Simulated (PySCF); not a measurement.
Breaking a bond: SMILES [BH3-][NH3+]. The B1–N5 bond (B1 also carries H, H, H; N5 carries H, H, H) is varied alone, starting from the PBE0/def2-TZVP optimised geometry.

Computed with PySCF with CCSD(T) on UHF/cc-pVDZ, 2 core orbitals frozen.

Problem. Relative to R = 1.67 Å, what are the energies at R = 1.48, 1.91, 4.04, 5.68 Å?

Solution. 7.2 kcal/mol at 1.48 Å, 5.8 kcal/mol at 1.91 Å, 45.9 kcal/mol at 4.04 Å, 48.3 kcal/mol at 5.68 Å.
